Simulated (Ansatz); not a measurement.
```yaml
crystal:
  periodic: [false, false, false]
  atoms:
    - {symbol: C, position_ang: [-1.013619, -0.030508, 0.538984]}
    - {symbol: C, position_ang: [-1.063619, -0.080508, 0.488984]}
    - {symbol: F, position_ang: [-2.279775, -0.096700, -0.323669]}
    - {symbol: O, position_ang: [-0.004435, -0.744753, -0.236636]}
    - {symbol: C, position_ang: [0.554239, 0.017827, -1.381440]}
    - {symbol: C, position_ang: [1.900136, 0.745302, -0.996778]}
    - {symbol: F, position_ang: [1.646549, 1.823748, -0.054828]}
    - {symbol: H, position_ang: [-2.227244, -0.391388, 2.376699]}
    - {symbol: H, position_ang: [-1.560607, -1.953725, 1.599931]}
    - {symbol: H, position_ang: [-0.410746, -0.797230, 2.507103]}
    - {symbol: H, position_ang: [-0.822012, 1.032320, 0.654253]}
    - {symbol: H, position_ang: [0.773262, -0.735409, -2.220862]}
    - {symbol: H, position_ang: [-0.213115, 0.773364, -1.782887]}
    - {symbol: H, position_ang: [2.389783, 1.197953, -1.933237]}
    - {symbol: H, position_ang: [2.628458, 0.011078, -0.497939]}
basis:
  gaussian: {orbitals: cc-pVTZ-DK, fitting: {mean_field: def2-universal-jkfit}}
hamiltonian: {xc: {name: HF}}
correlation: {method: rpa, electrons: outside_noble_gas}
```

```sh
$ ansatz run in.yaml --threads 8 --pin off --events-out ev --progress --plain --max-ram 18278MiB
```

Output, abridged:

```
Functional definition: HF
675 factors; integrals over basis functions are off by at most 1.3e0 eV
mean field evaluation 1: about -7870.8208 eV, gradient 1.5e2 eV
mean field evaluation 2: about -7839.2794 eV, gradient 1.2e2 eV
mean field evaluation 4: about -7894.6325 eV, gradient 3.3e1 eV
mean field evaluation 8: about -7897.9405 eV, gradient 3.8e-1 eV
mean field evaluation 16: about -7897.9489 eV, gradient 8.8e-2 eV
mean field evaluation 64: about -7897.9537 eV, gradient 5.5e-3 eV
mean field -7897.95370163 eV, -290.2444451096 hartree, gradient 1.7e-6 eV, S^2 0.000000; 4 other end points of the search recorded, 0 dependent functions left out; unrestricted orbitals would lower it
unrestricted determinant -7902.97330942 eV, -290.4289122935 hartree, S^2 1.7563
7 core orbitals not correlated: weight in the atoms' cores, before any rotation towards them, 0.752 or more for the frozen orbitals, at most 0.069 for the correlated occupied ones
reference -7897.95370163 eV, -290.2444451096 hartree; 22, 22 occupied and 293, 293 virtual orbitals, 675 factors
Total energy: -7940.69959095 eV, -291.8153275678 hartree
Relativity: scalar
```

(1) Something in this input is off. What?

## Answers

(1) One atom was put on top of another. The run converged. The result belongs to that input, not to the molecule as meant.
